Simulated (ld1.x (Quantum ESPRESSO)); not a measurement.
**Transferability test, TM potential for rhenium**

Re, norm-conserving Troullier–Martins (Kleinman–Bylander form), made with ld1.x (Quantum ESPRESSO) 7.5 (PBEsol, scalar-relativistic). Core [Xe] 4f14, reference 5d5 6s2 6p0. Waves: 6p (bound, empty): rc 3.15 bohr; 5d (bound): rc 1.55 bohr; 6s (bound): rc 2.00 bohr. Local part: the s channel. Core correction: a·sin(br)/r model core, default radius (core density twice the valence density).

Energies are relative to the spin-unpolarised reference configuration 5d5 6s2 6p0; without spin polarisation the order of configurations can differ from experiment.

| valence configuration | charge | ΔE all-electron (eV) | error AE − PS (meV) |
| --- | --- | --- | --- |
| 5d5 6s1 6p0 | +1 | 9.292 | -7.2 |
| 5d5 6s0 6p0 | +2 | 25.636 | -37 |
| 5d4 6s0 6p0 | +3 | 52.794 | -182 |
| 5d6 6s0 6p0 | +1 | 9.434 | -87 |
| 5d4 6s2 6p0 | +1 | 10.002 | -27 |
| 5d5 6s1.5 6p0 | +0.5 | 3.802 | -2.2 |
| 5d4 6s2 6p1 | 0 | 5.104 | -69 |
